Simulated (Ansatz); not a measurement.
Input file for Ansatz (a program for electronic structure): R-wB97X-V/def2-TZVPP on HHfI3O (SMILES [OH][Hf]([I])([I])[I]), 2S+1 = 1, a spin state set in the input, which need not be the lowest. Elements past Kr take the def2 small-core potentials; no spin–orbit coupling.

Ansatz 0.2 input:
```yaml
crystal:
  periodic: [false, false, false]
  atoms:
    - {symbol: Hf, position_ang: [0.23488499, -0.24595386, -0.06134353]}
    - {symbol: I, position_ang: [2.25119782, 0.78913148, -1.56201827]}
    - {symbol: I, position_ang: [1.19683194, -1.04761096, 2.35143079]}
    - {symbol: I, position_ang: [-0.88976924, -2.35585008, -1.35464920]}
    - {symbol: O, position_ang: [-1.07693567, 1.08173653, 0.20856809]}
    - {symbol: H, position_ang: [-1.74216886, 1.75442487, 0.34249327]}
basis:
  gaussian:
    orbitals: def2-TZVPP
hamiltonian:
  xc: {name: wB97X-V}
```

Program output:

```
WARN ansatz: RAYON_NUM_THREADS=8 ignored (pool sized by the plan → 8); use --threads N
Functional definition: wB97X-V
integrals: 0.35 GiB planned
1735 factors; their error is unknown
integrals: 0.39 GiB planned
353 factors; integrals over basis functions are off by at most 3.3e-5 eV
0.36 GiB of the device are held for the grids
1.97 GiB of device memory are held for the factors and their scratch space
mean field: 1.85 GiB planned
mean field evaluation 1: about -27673.3465 eV, gradient 5.5e1 eV
mean field evaluation 2: about -27664.0606 eV, gradient 9.3e1 eV
mean field evaluation 4: about -27679.1505 eV, gradient 3.0e0 eV
mean field evaluation 8: about -27679.7141 eV, gradient 7.9e-1 eV
mean field evaluation 16: about -27679.7145 eV, gradient 8.1e-5 eV
mean field -27679.71450402 eV, -1017.2107460385 hartree, gradient 1.0e-5 eV, S^2 0.000000; 0 other end points of the search recorded, 0 dependent functions left out
reference -27679.71450201 eV, -1017.2107459644 hartree; 48, 48 occupied and 203, 203 virtual orbitals, 1735 factors
Total energy: -27679.71450201 eV, -1017.2107459644 hartree
```

Self-consistency was reached.
